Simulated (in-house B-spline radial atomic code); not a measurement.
The numbers below are computed, except where a source is named.
## Xe in an electron gas of r_s = 3: phase shifts, screening, friction and resistivity

A nucleus sits in a uniform electron gas with a rigid positive background. The Kohn-Sham equations are solved self-consistently in the spin-unpolarised LDA (PW92), non-relativistic, on B-splines with outgoing waves at the boundary and partial waves to l = 8. The model has no lattice, no bands and no magnetic solution. Atomic units; δ_l are the phase shifts at the Fermi level, counted so that each bound state adds π, and good to about 0.0005.

The density parameter is r_s = 3 bohr, near that of the valence electrons of Ag (1 per atom, density 10.5 g/cm³, mass 107.87 u, which gives r_s = 3.02).

| l | δ_l (rad) |
| --- | --- |
| 0 | 14.4850 |
| 1 | 11.8672 |
| 2 | 6.9101 |
| 3 | 0.0282 |
| 4 | -0.0008 |
| 5 | 0.0000 |
| 6 | -0.0001 |
| 7 | 0.0002 |
| 8 | 0.0000 |

Bound levels below the band bottom (hartree): s -6.501, p -4.887, d -2.111, s -0.5037, p -0.147 and deeper ones.

(1) Check the Friedel sum rule, and say where the screening charge sits.

(2) Find the transport cross section and the electronic stopping of a 10 keV Xe ion (mass 131.29 u).

(3) What residual resistivity would 1 atomic per cent of such centres give in Ag?

(4) On a substitutional site the background of one host ion, a sphere holding 1 charge, is taken out. The phase shifts for l = 0 to 4 become 14.3681, 11.7661, 6.6784, 0.0284, 0.0001. What follows?

Answers

(1) k_F = (9π/4)^(1/3)/r_s = 0.63972. The rule is Z = (2/π) Σ (2l + 1) δ_l. The terms are s 9.221, p 22.665, d 21.996, f 0.126 and -0.004 beyond, in all 54.004 against Z = 54. Bound states hold 10 s, 24 p, 20 d electrons, so the scattering states carry 0.00 in all; where a term is smaller than its bound count, the bound level has drawn weight out of the band.

(2) σ_tr = (4π/k_F²) Σ (l + 1) sin²(δ_l − δ_(l+1)). The terms for l = 0 to 3 are 0.2502, 1.8826, 0.9529, 0.0034, all together 3.0890, so σ_tr = 30.707 × 3.0890 = 94.853 bohr². With n = 3/(4π r_s³) = 0.008842, the friction coefficient is Q = n k_F σ_tr = 0.5365. For v well below v_F = 0.640, dE/dx = Q v; with 24801 eV per u at v = 1, v = √(10000/(24801 × 131.29)) = 0.0554, so dE/dx = 0.02973 hartree/bohr = 15.3 eV/nm. The largest term couples the p and d waves.

(3) Δρ = k_F n_i σ_tr/n in atomic units of 21.74 μΩ·cm. With one host atom per 1 electron, n_i/n = 0.01/1, so Δρ = 0.6397 × 0.01000 × 94.853 × 21.74 = 13.19 μΩ·cm. This is an atom added to the gas, as on an interstitial site.

(4) The Friedel sum is now 53.01, for Z − 1 = 53. The sum in σ_tr is 2.3843, so σ_tr = 73.21 bohr² and Δρ = 10.18 μΩ·cm per atomic per cent, 0.77 times the value above. A real host ion scatters too, so this model doesn't give zero even for the host's own atom.
